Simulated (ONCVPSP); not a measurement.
# What one change does to a pseudopotential (Bi, ONCV)

ONCVPSP 4.0.1 input, shortened (lines: element, Z, core and valence counts, functional; n l f; lmax; l rc ep ncon nbas qcut; lloc lpopt rc5 dvloc0; l nproj debl; icmod fcfact rcfact), LDA (Perdew-Wang 92), scalar-relativistic:

```
  Bi 83.00   10    5  -001012      upf
    1    0    2.00
    2    0    2.00
    2    1    6.00
    3    0    2.00
    3    1    6.00
    3    2   10.00
    4    0    2.00
    4    1    6.00
    4    2   10.00
    4    3   14.00
    5    0    2.00
    5    1    6.00
    5    2   10.00
    6    0    1.75
    6    1    3.25
    2
    0    1.15    0.00    4    8    9.70
    1    1.65    0.00    4    8    6.80
    2    1.80    0.00    4    9    6.90
    4    5    0.75    3.00
    0    2    3.90
    1    2    0.40
    2    2    0.90
    3    4.25    1.65
```

In the d channel the program set the typed energies aside and used -1.014, 0.250 Ha.

Change: all radii but the core radius scaled by about 1.22 (s 1.40, p 2.02, d 2.20 bohr); local potential polynomial inside 0.92 bohr (lpopt 5, dvloc0 3 Ha).

Cutoffs: the cutoffs (Ha) at which the residual kinetic energy of the hardest occupied pseudo-wave falls to 1 and 0.1 mHa per electron; they do not see the model core or the augmentation charge, which bear on the density cutoff. Errors are all-electron minus pseudo energies relative to the spin-unpolarised reference configuration.

**Question.** What does the change do?

**Answer.** The potential gets softer (41 Ha and 48 Ha → 34 Ha and 40 Ha); the bound ghost in s disappears; of the 4 tests that both files solve, the error grows in 1 and shrinks in 0 by more than 15 % and 0.3 meV (median size 7.7 → 7.8 meV). A larger radius leaves more room for a smooth pseudo-wave, so fewer plane waves are needed.

| quantity | base | changed |
| --- | --- | --- |
| cutoff, loose | 41 Ha | 34 Ha |
| cutoff, tight | 48 Ha | 40 Ha |
| loose cutoff by channel | s 41 Ha, p 19 Ha, d 22 Ha | s 34 Ha, p 18 Ha, d 19 Ha |
| bound ghosts | s | none |
| GHOST(+) flags under 300 eV | p at 134.8 eV, d at 157.4 eV | s at 103.8 eV |
| error for 5s2 5p6 5d10 6s2 6p3, meV [ΔE -2.51 eV] | +0.2 | +0.3 |
| error for 5s2 5p6 5d10 6s2 6p2, meV [ΔE 5.64 eV] | -3.5 | -3.5 |
| error for 5s2 5p6 5d10 6s2 6p1, meV [ΔE 21.20 eV] | -12 | -12 |
| error for 5s2 5p6 5d10 6s1 6p0, meV [ΔE 90.82 eV] | -53 | -70 |
| rms error of d²Exc/dni dnj with the model core, mHa | 1.52 | 1.78 |

 A true bound ghost makes a file unfit for plane-wave use even where its test errors are small: the radial tests pick states by their node count and pass the ghost by.
